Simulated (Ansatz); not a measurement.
C3H8Si2 can be A, `[SiH3]C=C=C[SiH3]`, or B, `C=C1C[SiH]1[SiH3]`.

Gas-phase electronic energies from Ansatz, PBE0-D4/def2-TZVP geometries. CCSD(T)/CBS adds triple-zeta CCSD(T) − MP2 to the extrapolated MP2 energy (def2 sets, frozen cores). DFT in def2-TZVPP. B3LYP here is the variant with VWN-RPA as its local correlation; programs differ in this.

**Question.** Which is lower in electronic energy at CCSD(T)/CBS, and by how much? (Best estimate.)

**Answer.** The calculation gave: A, by 40.4 kJ/mol.

**Question.** Give E(B) − E(A) in kJ/mol with B3LYP, HF/def2-TZVPP, BLYP-D4, B3LYP-D4, ωB97M-V, r2SCAN-D4, PBE-D4. (Best estimate.)

**Answer.** Ansatz gave: B3LYP 53.3, HF/def2-TZVPP 81.3, BLYP-D4 53.3, B3LYP-D4 51.6, ωB97M-V 44.6, r2SCAN-D4 35.9, PBE-D4 21.8. None reverses the order clearly.

**Question.** Does the order hold for the free energy at 298.15 K (harmonic terms from PBE0-D4)? (Best estimate.)

**Answer.** Computed: Yes: G(B) − G(A) = +53.5 kJ/mol.

Largest T1 diagnostic: 0.013.

Leaving LDA and LC-ωPBE aside and taking each functional with its dispersion term where it has one, the values, not all of them listed here, spread over 33.6 kJ/mol, from PBE-D4 to BHLYP-D4. LDA lies −12.3 kJ/mol from PBE without D4. In def2-TZVPP, CCSD(T) changes the Hartree–Fock value by −39.3 kJ/mol (the triples alone add −3.6 kJ/mol) and MP2 by −39.2 kJ/mol.
